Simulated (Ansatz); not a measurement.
Basis-set series for BH5O2Sn (`O[BH][SnH2][OH]`). Total charge 0; spin multiplicity 1. Sn: def2 effective core potential. Geometry: relaxed with PBE0-D4/def2-TZVP. It is one conformer, not always the lowest.

```xyz
9

O     0.244    0.217   -1.851
B     0.249   -0.785   -0.950
Sn   -0.159   -0.162    1.190
O    -0.405    1.803    1.199
H     0.420   -0.063   -2.756
H     0.459   -1.915   -1.301
H    -1.596   -0.800    1.868
H     1.120   -0.456    2.289
H    -0.332    2.161    0.312
```

```
functional       basis  functions  energy (Eh)  HOMO (eV)  LUMO (eV)
   PBE0-D4    def2-SVP         93   -392.29343      -7.41      -1.18
   PBE0-D4  def2-TZVPP        213   -392.52411      -7.58      -1.37
   ωB97M-V    def2-SVP         93   -392.36168      -9.51       0.88
   ωB97M-V  def2-TZVPP        213   -392.60016      -9.71       0.55
```

**Question.** Give the rows for def2-QZVPP. (Best estimate.)

**Answer.** Computed: 
```csv
functional,basis,functions,energy (Eh),HOMO (eV),LUMO (eV)
PBE0-D4,def2-QZVPP,403,-392.53720,-7.61,-1.42
ωB97M-V,def2-QZVPP,403,-392.61288,-9.75,0.44
```

Positive LUMOs are unbound and depend on the basis.
